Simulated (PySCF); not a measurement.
Isomers of C9H12O, mass 136.089 u with the commonest isotopes. Method: PBE0/pcSseg-1 in PySCF (dipole) on a GFN2-xTB geometry, gas phase. One conformer each, none proved a minimum here; rigid rotors.

**Question.** Order these by dipole moment, smallest first.
A. `[CH3:1][O:2][C:3]1=[CH:4][C:5]2([CH2:6][CH2:7]2)[C:8]([CH3:9])=[CH:10]1` with C1–O2–C3–C4 0°
B. `[CH3:1][CH2:2][O:3][c:4]1[cH:5][cH:6][c:7]([CH3:8])[cH:9][cH:10]1` with C1–C2–O3–C4 180°, C2–O3–C4–C5 180° (4-methylphenetole)
C. `[CH2:1]=[CH:2][O:3]/[CH:4]=[C:5](/[CH3:6])[C:7](=[CH2:8])[CH:9]=[CH2:10]` with C1–C2–O3–C4 180°, C2–O3–C4–C5 179°, C4–C5–C7–C8 -159°, C5–C7–C9–C10 -140°

**Answer.** B (1.23 D), A (1.41 D), C (1.75 D).

**Question.** Order these by rotational constant A, largest first.
A. `[CH3:1][O:2][C:3]1=[CH:4][C:5]2([CH2:6][CH2:7]2)[C:8]([CH3:9])=[CH:10]1` with C1–O2–C3–C4 0°
B. `[CH3:1][CH2:2][c:3]1[cH:4][cH:5][c:6]([O:7][CH3:8])[cH:9][cH:10]1` with C1–C2–C3–C4 89°, C5–C6–O7–C8 -1° (4-ethylanisole)
C. `[CH2:1]=[CH:2][O:3]/[CH:4]=[C:5](/[CH3:6])[C:7](=[CH2:8])[CH:9]=[CH2:10]` with C1–C2–O3–C4 180°, C2–O3–C4–C5 179°, C4–C5–C7–C8 -159°, C5–C7–C9–C10 -140°
D. `[CH3:1][CH2:2][CH2:3][O:4][c:5]1[cH:6][cH:7][cH:8][cH:9][cH:10]1` with C1–C2–C3–O4 180°, C2–C3–O4–C5 180°, C3–O4–C5–C6 180°
E. `[CH3:1][CH2:2][O:3][c:4]1[cH:5][cH:6][c:7]([CH3:8])[cH:9][cH:10]1` with C1–C2–O3–C4 180°, C2–O3–C4–C5 180°
F. `[CH3:1][CH2:2][O:3][C:4]1=[CH:5][C@@H:6]2[CH:7]=[CH:8][C@H:9]1[CH2:10]2` with C1–C2–O3–C4 -179°, C2–O3–C4–C5 0°

**Answer.** E (4729 MHz), D (4476 MHz), B (3902 MHz), F (3540 MHz), A (2541 MHz), C (1861 MHz).

**Question.** Order these by rotational constant B, largest first.
A. `[CH3:1][CH2:2][O:3][C:4]1=[CH:5][C@@H:6]2[CH:7]=[CH:8][C@H:9]1[CH2:10]2` with C1–C2–O3–C4 -179°, C2–O3–C4–C5 0°
B. `[CH3:1][CH2:2][O:3][c:4]1[cH:5][cH:6][c:7]([CH3:8])[cH:9][cH:10]1` with C1–C2–O3–C4 180°, C2–O3–C4–C5 180°
C. `[CH3:1][CH2:2][c:3]1[cH:4][cH:5][c:6]([O:7][CH3:8])[cH:9][cH:10]1` with C1–C2–C3–C4 89°, C5–C6–O7–C8 -1°
D. `[CH3:1][CH2:2][CH2:3][O:4][c:5]1[cH:6][cH:7][cH:8][cH:9][cH:10]1` with C1–C2–C3–O4 180°, C2–C3–O4–C5 180°, C3–O4–C5–C6 180°
E. `[CH3:1][O:2][C:3]1=[CH:4][C:5]2([CH2:6][CH2:7]2)[C:8]([CH3:9])=[CH:10]1` with C1–O2–C3–C4 0°

**Answer.** E (940.9 MHz), A (806.4 MHz), C (691.4 MHz), B (639.1 MHz), D (595.2 MHz).

| SMILES | point group | Ia (u·Å²) | Ib (u·Å²) | Ic (u·Å²) | κ | μa (D) | μb (D) | μc (D) |
| --- | --- | --- | --- | --- | --- | --- | --- | --- |
| CCOc1ccc(C)cc1 | – | 106.87 | 790.77 | 888.16 | -0.97 | 0.45 | 1.14 | 0.04 |
| COC1=CC2(CC2)C(C)=C1 | Cs | 198.92 | 537.11 | 690.47 | -0.77 | 0.63 | 1.27 | 0.00 |
| CCOC1=C[C@@H]2C=C[C@H]1C2 | C1 | 142.76 | 626.73 | 649.39 | -0.98 | 0.79 | 0.75 | 0.24 |
| CCCOc1ccccc1 | Cs | 112.91 | 849.14 | 952.58 | -0.97 | 1.09 | 0.95 | 0.00 |
| CCc1ccc(OC)cc1 | C1 | 129.53 | 730.96 | 808.66 | -0.96 | 0.31 | 1.24 | 0.08 |
| C=CO/C=C(/C)C(=C)C=C | C1 | 271.58 | 539.99 | 790.76 | -0.51 | 0.63 | 1.63 | 0.06 |
